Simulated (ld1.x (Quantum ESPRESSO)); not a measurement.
**Varying the TM potential for Ba**

Base potential:

| Property | Result |
| --- | --- |
| Element | Ba |
| Generator | ld1.x (Quantum ESPRESSO) 7.5 |
| Type | norm-conserving Troullier–Martins (Kleinman–Bylander form) |
| Functional | PBEsol |
| Relativity | fully relativistic |
| Frozen core | [Kr] 4d10 |
| Valence charge | 10 |
| Reference configuration | 5s2 5p6 5d0 6s2 6p0 |
| Partial waves | 5s (bound): rc 2.40 bohr; 5d (bound, empty): rc 3.25 bohr; 5p (bound): rc 3.10 bohr |
| Local potential | the p channel |
| Core correction | Bessel-smoothed model core inside 1.65 bohr |

Open shells are filled in proportion to 2j + 1 (rel_dist='average').

Occupied shells without a wave of their own: 6s. They enter only through the test configuration that unscreens the potential, and ld1.x also counts them in the model core charge.

All-electron outer shells of the reference configuration (PBEsol, scalar-relativistic, ld1.x):

```json
{"shell": "4p", "level (eV)": "-180.78", "outermost node (bohr)": "0.35", "outermost maximum (bohr)": "0.65"}
{"shell": "4d", "level (eV)": "-89.61", "outermost node (bohr)": "0.32", "outermost maximum (bohr)": "0.70"}
{"shell": "5s", "level (eV)": "-33.70", "outermost node (bohr)": "0.80", "outermost maximum (bohr)": "1.47"}
{"shell": "5p", "level (eV)": "-18.74", "outermost node (bohr)": "0.86", "outermost maximum (bohr)": "1.67"}
{"shell": "6s", "level (eV)": "-3.25", "outermost node (bohr)": "1.97", "outermost maximum (bohr)": "4.16"}
{"shell": "5d", "level (eV)": "-2.03", "outermost node (bohr)": "1.00", "outermost maximum (bohr)": "2.49"}
{"shell": "6p", "level (eV)": "-1.23", "outermost node (bohr)": "2.36", "outermost maximum (bohr)": "5.40"}
```

Cutoffs, loose and tight: the cutoffs (Ry, on a coarse ladder) from which the occupation-weighted sum of valence levels, in a spherical-Bessel basis at the reference potential, stays within 10 and 1 mRy of its value at 400 Ry. They do not see the model core or the augmentation charge, which bear on the density cutoff. Test errors are all-electron minus pseudo excitation energies from the reference, over the configurations 5s2 5p6 5d0 6s1 6p0; 5s2 5p6 5d0 6s0 6p0; 5s2 5p6 5d0 6s1.5 6p0; 5s2 5p6 5d0.5 6s1.5 6p0; 5s2 5p6 5d1 6s1 6p0; 5s2 5p5 5d0 6s2 6p0; 5s2 5p6 5d0 6s0 6p1. A dash means not determined; rows that change the core or the reference have their own tests. The largest error is taken over the tests solved by every variant that gives reliable tests at all: 5s2 5p5 5d0 6s2 6p0; 5s2 5p6 5d0 6s0 6p0; 5s2 5p6 5d0 6s1 6p0; 5s2 5p6 5d0 6s1.5 6p0; 5s2 5p6 5d0.5 6s1.5 6p0; 5s2 5p6 5d1 6s1 6p0.

With those shells counted twice in exchange and correlation these files are broken, and their errors move erratically; no question is asked of them.

Cutoffs are not given where the Bessel-basis levels miss the radial ones by over 6 mRy, ghosts where they miss by over 20 mRy; a channel whose overlap is not positive is not tested.

```tsv
change	outcome	bound ghosts	largest test error (meV)
base	generated, misses its reference levels by 1.42 eV	not determined	-717
reference 5s2 5p6 5d0 6s1 6p0	generated, misses its reference levels by 1.43 eV	not determined	-180 over the solved tests; 1 of 7 tests not solved or not reliable
type RRKJ; local potential the d channel; rho0 0.01	failed: run_pseudo: Errors in PS-KS equation	–	–
local potential the s channel	failed: run_pseudo: Errors in PS-KS equation	–	–
wave 5p (bound): rc 3.10 bohr becomes 5p (bound): rc 3.86 bohr	generated, misses its reference levels by 1.41 eV	not determined	-774
wave 5s (bound): rc 2.40 bohr becomes 5s (bound): rc 2.18 bohr	generated, misses its reference levels by 1.42 eV	not determined	-652
core correction Bessel-smoothed model core inside 2.30 bohr	generated, misses its reference levels by 1.42 eV	not determined	-715
```
